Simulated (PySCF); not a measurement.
SiHI3, optimised at PBE0/def2-TZVP:

```xyz
5

Si     0.0257    -0.0066    -0.0417
I     -0.0202     0.9824    -2.2591
I     -0.0111    -2.4307    -0.1806
I      1.9697     0.7540     1.1989
H     -1.1834     0.4314     0.6831
```

Computed with PySCF (xtb for GFN2) and rigid-rotor harmonic-oscillator thermochemistry at 1 bar. All species are closed-shell singlets. I: scalar-relativistic def2 core potential, no spin-orbit coupling.

### Question
List the harmonic frequencies (cm⁻¹, unscaled) at this level and at the other levels, each on its own geometry.

### Answer
- PBE0/def2-TZVP: 73, 73, 118, 288, 406, 406, 725, 725, 2264
- GFN2-xTB: 67, 67, 108, 300, 453, 453, 653, 653, 2411
- PBE/def2-SVP: 70, 70, 113, 275, 388, 388, 694, 694, 2187
